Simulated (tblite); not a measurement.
Compound: C₆H₉ClO.
Atom-mapped SMILES: `[CH3:1][C:2]1([C:3](=[O:4])[Cl:5])[CH2:6][CH2:7][CH2:8]1` (hydrogens: H9, H10, H11 on C1; H12, H13 on C6; H14, H15 on C7; H16, H17 on C8)

Geometry (GFN2-xTB, Å), atoms numbered from 1 in this order:
```
atom  x, y, z in Å
C1     0.8074   -1.4750    0.3323
C2     0.3771   -0.0266    0.1197
C3     1.5598    0.8711    0.2804
O4     1.7874    1.6575    1.1356
Cl5    2.7232    0.6707   -1.0501
C6    -0.8505    0.4082    0.9478
C7    -1.6787    0.5136   -0.3415
C8    -0.4265    0.2156   -1.1797
H9     1.5606   -1.7604   -0.3983
H10    1.2187   -1.6050    1.3316
H11   -0.0547   -2.1279    0.2223
H12   -1.1917   -0.3343    1.6647
H13   -0.7031    1.3550    1.4622
H14   -2.4501   -0.2480   -0.4272
H15   -2.1261    1.4879   -0.5200
H16   -0.4902   -0.6534   -1.8297
H17   -0.0697    1.0631   -1.7601
```

Calculated harmonic vibrations of the isolated species, GFN2-xTB (tblite), most abundant isotopes, no scaling. This tight-binding method is rough: wavenumbers can miss measured ones by several per cent, in bad cases by 10 to 20. One conformer, not necessarily the lowest.

Harmonic wavenumbers (cm⁻¹): 42.1, 44.8, 166.5, 196.4, 226.2, 293.6, 317.5, 403.3, 436.6, 570.1, 647.2, 726.8, 777.8, 825.8, 873.1, 935.1, 966.0, 983.1, 1044.4, 1047.0, 1052.4, 1169.5, 1175.6, 1186.3, 1201.6, 1242.4, 1252.4, 1257.5, 1273.6, 1398.1, 1464.4, 1466.9, 1485.0, 1489.7, 1490.9, 1830.9, 3008.8, 3020.0, 3025.6, 3029.2, 3030.1, 3032.4, 3033.5, 3042.0, 3044.4.

A = 2764, B = 1269, C = 1181 MHz; mass 132.034 u (most abundant isotopes); point group C1, symmetry number 1.

Problem. Zero-point energy?

Solution. ½Σν̃ = 30113 cm⁻¹ = 360.23 kJ/mol.

Problem. Entropy at 298.15 K, 1 bar (ideal gas, RRHO, classical rotation)?

Solution. Translation 169.76, rotation 120.25, vibration 100.35: S = 390.4 J/(mol K).

Problem. And Cp and H(298.15 K) − H(0)?

Solution. Cp = 136.36 J/(mol K), of which vibrations give 103.11 (their classical limit is 45 R = 374.2); H(298.15 K) − H(0) = 25.20 kJ/mol without the zero-point energy, 15.28 from vibrations.

Problem. Which modes carry the vibrational entropy at 298.15 K?

Solution. 42.1 cm⁻¹: 21.58; 44.8 cm⁻¹: 21.07; 166.5 cm⁻¹: 10.35; 196.4 cm⁻¹: 9.06; 226.2 cm⁻¹: 7.99; 293.6 cm⁻¹: 6.08 J/(mol K); the other 39 give 24.22 together.

Problem. How do the functions run with temperature in this model?

Solution. 
```json
{"T (K)": "50", "S (J/(mol K))": "245.3", "Cp (J/(mol K))": "51.2", "H − H(0) (kJ/mol)": "2.11", "G − H(0) (kJ/mol)": "-10.15", "ln q(vib)": "0.69"}
{"T (K)": "100", "S (J/(mol K))": "286.0", "Cp (J/(mol K))": "68.6", "H − H(0) (kJ/mol)": "5.10", "G − H(0) (kJ/mol)": "-23.51", "ln q(vib)": "1.76"}
{"T (K)": "373.15", "S (J/(mol K))": "424.0", "Cp (J/(mol K))": "164.5", "H − H(0) (kJ/mol)": "36.49", "G − H(0) (kJ/mol)": "-121.73", "ln q(vib)": "7.46"}
{"T (K)": "500", "S (J/(mol K))": "478.2", "Cp (J/(mol K))": "206.8", "H − H(0) (kJ/mol)": "60.13", "G − H(0) (kJ/mol)": "-179.00", "ln q(vib)": "10.11"}
{"T (K)": "750", "S (J/(mol K))": "574.3", "Cp (J/(mol K))": "266.3", "H − H(0) (kJ/mol)": "119.84", "G − H(0) (kJ/mol)": "-310.87", "ln q(vib)": "15.28"}
{"T (K)": "1000", "S (J/(mol K))": "656.5", "Cp (J/(mol K))": "304.7", "H − H(0) (kJ/mol)": "191.54", "G − H(0) (kJ/mol)": "-464.98", "ln q(vib)": "20.20"}
```

q(vib) and H(0) count from the zero-point level.

Problem. Blend soft modes into free rotors: weight 1/[1 + (100 cm⁻¹/ν̃)⁴] for the oscillator and the rest for a rotor with moment μB/(μ + B), μ = h/(8π²ν), B = 10⁻⁴⁴ kg m². What vibrational entropy results?

Solution. 88.95 J/(mol K) in place of 100.35, which changes −T·S at 298.15 K by +3.40 kJ/mol.

Hindered rotation and anharmonicity are outside this model. Other conformers, if any are populated, would add a mixing term that is left out. The structure is chiral; the term R ln 2 for an equal mix with its mirror image is left out.
